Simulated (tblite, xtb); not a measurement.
C$_{2}$H$_{8}$GaN, singlet, at a GFN2-xTB geometry (such geometries of metal compounds can be far from the true shape). Base run: GFN1-xTB run with xtb 6.7.1.

The xtb input:
```
$ xtb mol.xyz --gfn 1 --json

# file mol.xyz
12

Ga    -0.00709451     0.00460620    -0.00714112
C     -1.47199618    -1.39543412    -0.17665421
H     -1.03944064    -2.37467805    -0.39585468
H     -2.17872222    -1.14504898    -0.97070797
H     -2.02896157    -1.48152489     0.75972005
C      0.13033080     1.80004736    -0.94945224
H      0.26125667     1.66657442    -2.02620221
H      0.98208639     2.36703510    -0.56726568
H     -0.77564079     2.39282419    -0.80161230
N      1.35270193    -0.41356163     1.13700129
H      2.15140436     0.17015384     1.35088087
H      1.42902616    -1.27087592     1.67004633
```

Programs used: tblite, xtb; a row that names a program was run with it.

Each row names what was changed in the base input (with any setting that the change needs).

```tsv
change	ΔE vs base (mEh)	HOMO-LUMO gap (eV)	dipole (D)	SCF cycles
base	0.000	5.52	0.52	9
acc = 0.0001	0.000	5.52	0.52	14
etemp = 5000	-0.128	5.53	0.54	9
program = tblite; method = gfn1; option = (--etemp, 2000)	0.007	-	-	-
gbsa = thf	…	…	…	9
program = tblite; method = gfn1; option = --spin-polarized	0.007	-	-	-
program = tblite; method = gfn1; option = --grad	0.007	-	-	-
etemp = 1000	0.000	5.52	0.52	9
```

Question: Some entries are withheld; supply them.

Answer: 
- gbsa = thf, ΔE vs base (mEh): -14.336
- gbsa = thf, HOMO-LUMO gap (eV): 5.62
- gbsa = thf, dipole (D): 0.49

ALPB and GBSA are two models with their own fitted parameters for each solvent, which aren't always the measured dielectric constant.
